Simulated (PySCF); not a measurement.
Name the molecule from its bond curve

A diatomic of charge 0 contains Ba. Its singlet curve at RHF-SCS-MP2 in a double-zeta basis (spin-free X2C with a Gaussian nucleus, PySCF), in eV from the separated fragments:

(R (Å), E (eV)): (2.163, -1.714), (2.264, -2.521), (2.364, -2.992), (2.440, -3.179), (2.515, -3.255), (2.591, -3.247), (2.691, -3.137), (2.817, -2.895), (2.968, -2.525), (3.169, -2.014)

The fit gives ωe = 376 cm⁻¹ and the rotational constant Bₑ = 0.1004 cm⁻¹.

Which atom is the partner?

The minimum lies at 2.543 Å, so the reduced mass is 16.8576 u Å² cm⁻¹/(Bₑ·Re²) = 25.96 u. With Ba at 137.91 u the partner weighs about 32.0 u: S. The molecule is BaS.

Correlated steps freeze 23 core orbitals. Spin–orbit coupling is left out.
